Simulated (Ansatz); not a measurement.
`[CH3][Al]([F])[SH]` + H₂ → `[CH3][AlH][SH]` + H–F at 500 K and 1 bar (hydrogenolysis of the Al–F bond).

Computed with Ansatz on PBE0-D4/def2-TZVP structures; ΔE is electronic, products minus reactants. CCSD(T)/CBS adds triple-zeta CCSD(T) − MP2 to the extrapolated MP2 energy (def2 sets, frozen cores). This one scheme is used for every species. Each species was taken in one conformer, which may not be the lowest.

| species | CCSD(T)/CBS energy (Eh) | H − E (kJ/mol) | S (J/(mol·K)) |
| --- | --- | --- | --- |
| `[CH3][Al]([F])[SH]` | -780.18144 | 167.7 | 403.4 |
| H₂ | -1.17544 | 41.0 | 145.5 |
| `[CH3][AlH][SH]` | -680.89694 | 174.5 | 371.2 |
| H–F | -100.39570 | 39.4 | 188.7 |

H − E and S are ideal-gas, rigid-rotor, harmonic terms from PBE0-D4/def2-TZVP, for one conformer and one mirror image of each species. The MP2-based limit puts H₂ 0.8 mEh under its directly extrapolated value; such offsets cancel only in part. 1 Eh = 2625.50 kJ/mol, R = 8.31446 J/(mol·K).

Q: By hand: ΔE, ΔH, ΔS and ΔG.

A: ΔE = (-680.89694) + (-100.39570) − (-780.18144) − (-1.17544) = 0.06424 Eh = 168.7 kJ/mol. Δ(H − E) = 174.5 + 39.4 − 167.7 − 41.0 = 5.2, so ΔH = 173.9 kJ/mol. ΔS = 371.2 + 188.7 − 403.4 − 145.5 = 11.0 J/(mol·K). ΔG = 173.9 − 500 × (11.0)/1000 = 168.4 kJ/mol.

Q: By hand: the equilibrium constant, and the temperature at which ΔG would vanish if ΔH and ΔS stayed fixed.

A: log₁₀ K = −ΔG/(RT ln 10) = -17.6. ΔG = 0 at ΔH/ΔS = 15809 K, far beyond where these terms or the molecules hold.

The number of gas molecules stays the same, so ΔS is small and ΔH decides. A doubt of 5 kJ/mol in ΔE shifts log₁₀ K by 0.5 here. Other conformers and mirror images would add mixing entropy, several J/(mol·K) or more a flexible species. Modes under 60 cm⁻¹, often nearly free rotors, make the harmonic entropy too high. These are equilibria of isolated gas molecules and say nothing of rates. Largest T1 diagnostic: 0.011 (customary marks: 0.02 for closed shells, 0.045 for open ones).
